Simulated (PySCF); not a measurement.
## Energy of Br (bromine, neutral) between two integer charges

The 4p beta orbital of [Ar] 3d10 4s2 4p5 is emptied in steps (occupation f), with all orbitals relaxed, ending at [Ar] 3d10 4s2 4p4. Computed with PySCF 2.14 in def2-TZVP (6s5p4d1f, 48 functions), with no relativity, point nucleus. The exact energy is a straight line in f; departures are measured from the line between the end points of the same method.

```tsv
f	UHF (eV)	LDA (eV)	PBE (eV)	PBE0 (eV)	r2SCAN (eV)	LC-wPBE (eV)	BHandHLYP (eV)	wB97X (eV)	BLYP (eV)	MN15 (eV)
1	0.000	0.000	0.000	0.000	0.000	0.000	0.000	0.000	0.000	0.000
0.75	0.186	-0.856	-0.826	-0.576	-0.769	-0.055	-0.349	-0.140	-0.843	-0.426
0.5	0.239	-1.146	-1.101	-0.767	-1.011	-0.071	-0.471	-0.200	-1.130	-0.564
0.25	0.173	-0.863	-0.825	-0.573	-0.741	-0.050	-0.358	-0.165	-0.851	-0.418
0	0.000	0.000	0.000	0.000	0.000	0.000	0.000	0.000	0.000	0.000
```

| method | E(f=0) − E(f=1) (eV) | −ε at f=1 (eV) | −ε at f=0.5 (eV) |
| --- | --- | --- | --- |
| UHF | 10.761 | 11.792 | 10.727 |
| LDA | 12.103 | 7.566 | 12.083 |
| PBE | 11.821 | 7.428 | 11.822 |
| PBE0 | 11.835 | 8.760 | 11.843 |
| r2SCAN | 11.899 | 7.767 | 11.973 |
| LC-wPBE | 11.904 | 11.607 | 11.915 |
| BHandHLYP | 11.791 | 9.947 | 11.769 |
| wB97X | 11.883 | 11.173 | 11.820 |
| BLYP | 11.768 | 7.293 | 11.748 |
| MN15 | 11.748 | 9.458 | 11.771 |

Orbital energy along the path (eV):

| f | UHF | LDA | PBE | PBE0 | r2SCAN | LC-wPBE | BHandHLYP | wB97X | BLYP | MN15 |
| --- | --- | --- | --- | --- | --- | --- | --- | --- | --- | --- |
| 1 | -11.792 | -7.566 | -7.428 | -8.760 | -7.767 | -11.607 | -9.947 | -11.173 | -7.293 | -9.458 |
| 0.75 | -11.229 | -9.803 | -9.614 | -10.299 | -9.881 | -11.763 | -10.845 | -11.477 | -9.502 | -10.624 |
| 0.5 | -10.727 | -12.083 | -11.822 | -11.843 | -11.973 | -11.915 | -11.769 | -11.820 | -11.748 | -11.771 |
| 0.25 | -10.277 | -14.394 | -14.028 | -13.374 | -13.949 | -12.050 | -12.723 | -12.247 | -14.024 | -12.886 |
| 0 | -9.870 | -16.716 | -16.210 | -14.878 | -15.763 | -12.151 | -13.730 | -12.880 | -16.318 | -13.927 |

Reference removal energy between the ground levels: 11.814 eV (measured; NIST Atomic Spectra Database, ionization energies). The calculation has no spin-orbit coupling. UHF lacks correlation.
